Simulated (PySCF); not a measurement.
## In²⁺: excitation energy

In²⁺ [Kr] 4d10 5s1 (2S) → In²⁺ [Kr] 4d9 5s2 (2D), as a difference of total energies. Computed with PySCF 2.14 in def2-TZVPPD with the def2 core potential (28 electrons) (7s5p4d2f, 56 functions), with a scalar-relativistic core potential. Correlated levels: valence and next inner shell: nothing frozen outside the core potential. The calculations carry no spin-orbit coupling.

```json
{"method": "UHF", "excitation energy (eV)": "15.089"}
{"method": "LDA", "excitation energy (eV)": "14.050"}
{"method": "PBE", "excitation energy (eV)": "14.203"}
{"method": "PBE0", "excitation energy (eV)": "14.569"}
{"method": "r2SCAN", "excitation energy (eV)": "14.640"}
{"method": "revPBE", "excitation energy (eV)": "14.310"}
{"method": "MN15", "excitation energy (eV)": "14.557"}
{"method": "PBEsol", "excitation energy (eV)": "14.220"}
{"method": "M06-L", "excitation energy (eV)": "15.015"}
{"method": "MP2 (valence and next inner shell)", "excitation energy (eV)": "14.516"}
{"method": "SCS-MP2 (valence and next inner shell)", "excitation energy (eV)": "14.391"}
```

Problem. How much does correlation contribute at MP2 (valence and next inner shell)?

Solution. 14.516 − (15.089) = -0.573 eV, measured against UHF.
